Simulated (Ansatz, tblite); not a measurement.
Spin states of Si2Se2⁺ (the lowest doublet isomer of a short search), each relaxed with PBE-D4/def2-SVP in Ansatz. Electronic energies in the gas phase.

The xTB rows come from tblite. HSE06 is defined as in plane-wave codes, on full-range PBE exchange. Correlated methods freeze 28 core orbitals; core or outer-core shells of Se are correlated, in sets that lack core-valence functions. In CCSD on the charge 1 quartet the largest single amplitude is 0.18, so its Hartree–Fock determinant may place the open shell otherwise than the density functionals do. HOMO above LUMO, or a gap near zero within one spin, warns that the state may not be the lowest or that an electron is smeared out. The structure comes from a short search, and lower isomers may exist.

Doublet geometry:

```tsv
atom	x (Å)	y (Å)	z (Å)
Si1	1.328	-0.334	0.341
Si2	-1.355	0.328	-0.216
Se3	-0.392	-1.773	-0.218
Se4	0.419	1.779	0.093
```

Quartet geometry (D2h within 0.1 Å):

| atom | x (Å) | y (Å) | z (Å) |
| --- | --- | --- | --- |
| Si1 | -0.739 | 0.462 | 1.074 |
| Si2 | 0.739 | -0.462 | -1.074 |
| Se3 | 1.553 | 0.243 | 0.965 |
| Se4 | -1.553 | -0.243 | -0.965 |

⟨S²⟩: doublet 0.76 at PBE0-D4/def2-TZVP (pure 0.75), quartet 3.79 at PBE0-D4/def2-TZVP (pure 3.75).

Only these spin states were relaxed.

Estimate which spin state lies lowest at each of these levels, and by how much: GFN1-xTB; GFN2-xTB; HF/STO-3G; HF/def2-TZVP; LDA (SPW92)/def2-TZVP; PBE-D4/def2-TZVP; r2SCAN-D4/def2-TZVP; PBE0-D4/def2-TZVP; HSE06-D4/def2-TZVP; MP2/def2-TZVP; CCSD/def2-TZVP; CCSD(T)/def2-TZVP.


```json
{"level": "GFN1-xTB", "quartet − doublet (kcal/mol)": "66.3", "lowest of these": "doublet", "remarks": "–"}
{"level": "GFN2-xTB", "quartet − doublet (kcal/mol)": "47.3", "lowest of these": "doublet", "remarks": "–"}
{"level": "HF/STO-3G", "quartet − doublet (kcal/mol)": "40.5", "lowest of these": "doublet", "remarks": "–"}
{"level": "HF/def2-TZVP", "quartet − doublet (kcal/mol)": "39.0", "lowest of these": "doublet", "remarks": "–"}
{"level": "LDA (SPW92)/def2-TZVP", "quartet − doublet (kcal/mol)": "58.3", "lowest of these": "doublet", "remarks": "gap within one spin near zero (quartet)"}
{"level": "PBE-D4/def2-TZVP", "quartet − doublet (kcal/mol)": "53.5", "lowest of these": "doublet", "remarks": "–"}
{"level": "r2SCAN-D4/def2-TZVP", "quartet − doublet (kcal/mol)": "47.2", "lowest of these": "doublet", "remarks": "–"}
{"level": "PBE0-D4/def2-TZVP", "quartet − doublet (kcal/mol)": "52.0", "lowest of these": "doublet", "remarks": "–"}
{"level": "HSE06-D4/def2-TZVP", "quartet − doublet (kcal/mol)": "52.1", "lowest of these": "doublet", "remarks": "–"}
{"level": "MP2/def2-TZVP", "quartet − doublet (kcal/mol)": "55.5", "lowest of these": "doublet", "remarks": "–"}
{"level": "CCSD/def2-TZVP", "quartet − doublet (kcal/mol)": "54.8", "lowest of these": "doublet", "remarks": "–"}
{"level": "CCSD(T)/def2-TZVP", "quartet − doublet (kcal/mol)": "55.9", "lowest of these": "doublet", "remarks": "–"}
```

Change of the quartet − doublet gap on mixing in exact exchange, in kcal/mol: PBE to PBE0 (25 % exact exchange) -1.5. The xTB methods have no spin-polarisation term.
